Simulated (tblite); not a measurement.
Species: B2H6OSSi.
Numbering: `[BH2:1][O:2][BH:3][S:4][SiH3:5]` (hydrogens: H6, H7 on B1; H8 on B3; H9, H10, H11 on Si5)

Structure used (GFN2-xTB), in Å, numbered top down from 1:
```xyz
11
B2H6OSSi angstrom
B      1.805    0.733    0.240
O      1.196   -0.223   -0.400
B      0.562   -1.171   -1.027
S     -1.226   -1.387   -0.865
Si    -1.804    0.189    0.480
H      2.228    0.526    1.321
H      1.931    1.785   -0.279
H      1.128   -1.926   -1.726
H     -1.117    0.009    1.755
H     -3.239   -0.010    0.586
H     -1.458    1.478   -0.111
```

All values are computed: GFN2-xTB (tblite) harmonic vibrations without scaling, gas phase. Against measured fundamentals such values can be off by several per cent, at times by over 20. Modes of hydrogen on boron and silicon can be 10 to 20 % off. One conformer, not necessarily the lowest.

Harmonic wavenumbers (cm⁻¹): 65.4, 101.5, 102.9, 157.3, 191.4, 350.2, 382.1, 502.8, 534.3, 571.3, 700.8, 726.7, 749.8, 766.6, 774.0, 877.2, 949.8, 974.9, 1093.3, 1234.9, 1578.6, 2293.0, 2303.4, 2368.3, 2542.2, 2554.6, 2597.8.

A = 4438, B = 2330, C = 1576 MHz; mass 104.009 u (most abundant isotopes); point group Cs, symmetry number 1.

What is the zero-point energy?

½Σν̃ = 14023 cm⁻¹ = 40.09 kcal/mol.

What is S at 298.15 K and 1 bar for an ideal gas of classical rigid rotors and harmonic oscillators?

Translation 39.86, rotation 27.38, vibration 21.61: S = 88.9 cal/(mol K).

And Cp and H(298.15 K) − H(0)?

Cp = 29.81 cal/(mol K), of which vibrations give 21.86 (their classical limit is 27 R = 53.7); H(298.15 K) − H(0) = 5.78 kcal/mol without the zero-point energy, 3.41 from vibrations.

What must be added to the electronic energy to get the Gibbs energy at 298.15 K and 1 bar?

ZPE + [H(298.15 K) − H(0)] − T·S = 40.09 + 5.78 − 26.49 = 19.38 kcal/mol.

Which modes carry the vibrational entropy at 298.15 K?

65.4 cm⁻¹: 4.29; 101.5 cm⁻¹: 3.43; 102.9 cm⁻¹: 3.40; 157.3 cm⁻¹: 2.58; 191.4 cm⁻¹: 2.21; 350.2 cm⁻¹: 1.17 cal/(mol K); the other 21 give 4.54 together.

How do the functions run with temperature in this model?

```tsv
T (K)	S (cal/(mol K))	Cp (cal/(mol K))	H − H(0) (kcal/mol)	G − H(0) (kcal/mol)	ln q(vib)
150	72.2	19.7	2.09	-8.73	2.21
250	83.9	26.7	4.41	-16.56	4.19
400	98.4	35.2	9.10	-30.26	7.06
600	114.2	42.4	16.92	-51.58	10.62
900	132.7	49.2	30.74	-88.73	15.36
```

q(vib) and H(0) count from the zero-point level.

Hindered rotation and anharmonicity are outside this model. Other conformers, if any are populated, would add a mixing term that is left out.

Hardware: Arm Neoverse V1, one thread, shared host with 32 logical CPUs at a one-minute load of 18. Cost: 0.27 s. This covers the Hessian and the dipole derivatives.
